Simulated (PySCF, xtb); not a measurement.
YOCl, SMILES [O]=[Y][Cl].

Harmonic wavenumbers (cm⁻¹) from xtb with GFN2-xTB at its own minimum, in rising order: 142, 236, 489.

### Question
What does PBE-D3(BJ)/def2-TZVP (PySCF 2.14.0) give at its own minimum? (The exact figures need the calculation; the answer reports its results.)

### Answer
133, 330, 834. Paired by order, the mean absolute difference is 149 cm⁻¹ and the zero-point energies are 1.2 and 1.9 kcal/mol.
